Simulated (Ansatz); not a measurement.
Ansatz (a quantum-chemistry and plane-wave program) input (X2C-CCSD(T)/cc-pVTZ-DK):

Ansatz 0.2 input:
```yaml
crystal:
  periodic: [false, false, false]
  atoms:
    - {symbol: B, position_ang: [-0.01632837, 0.70064774, -0.02212668]}
    - {symbol: Cl, position_ang: [1.51843406, -0.12274083, 0.01539562]}
    - {symbol: Cl, position_ang: [-1.51105255, -0.19399853, -0.00539289]}
    - {symbol: H, position_ang: [-0.04384379, 1.88133042, -0.05941303]}
basis:
  gaussian:
    orbitals: cc-pVTZ-DK
magnetization: {spin_polarized: false}
correlation: {method: ccsd_t, electrons: outside_noble_gas}
```

End of the output:

```
integrals: 0.15 GiB planned
661 factors; integrals over basis functions are off by at most 1.7e-3 eV
mean field: 0.30 GiB planned
mean field evaluation 1: about -25773.9462 eV, gradient 1.5e1 eV
mean field evaluation 2: about -25774.1072 eV, gradient 1.6e1 eV
mean field evaluation 4: about -25775.0015 eV, gradient 2.1e0 eV
mean field evaluation 8: about -25775.0260 eV, gradient 1.0e-1 eV
mean field evaluation 16: about -25774.6544 eV, gradient 6.8e0 eV
mean field -25775.02611068 eV, -947.2147386274 hartree, gradient 1.4e-6 eV, S^2 0.000000; 0 other end points of the search recorded, 0 dependent functions left out
11 core orbitals not correlated
reference -25775.02611068 eV, -947.2147386274 hartree; 9, 9 occupied and 92, 92 virtual orbitals, 661 factors
second order -12.94878617 eV of doubles, -0.00000000 eV of singles
coupled cluster: 0.33 GiB planned
cycle   1  -13.61028449 eV  change   -6.6e-1 eV  update   7.4e-2
cycle   2  -13.89672233 eV  change   -2.9e-1 eV  update   2.0e-2
cycle   3  -13.95622280 eV  change   -6.0e-2 eV  update   1.2e-2
cycle   4  -13.94841906 eV  change    7.8e-3 eV  update   3.6e-3
cycle   5  -13.94775690 eV  change    6.6e-4 eV  update   1.3e-3
cycle   6  -13.94779220 eV  change   -3.5e-5 eV  update   3.1e-4
cycle   7  -13.94778620 eV  change    6.0e-6 eV  update   7.3e-5
cycle   8  -13.94781504 eV  change   -2.9e-5 eV  update   1.9e-5
cycle   9  -13.94781374 eV  change    1.3e-6 eV  update   5.2e-6
perturbative correction -0.59719885 eV, -0.0219466528 hartree
Total energy: -25789.57112327 eV, -947.7492579811 hartree
Relativity: scalar
```
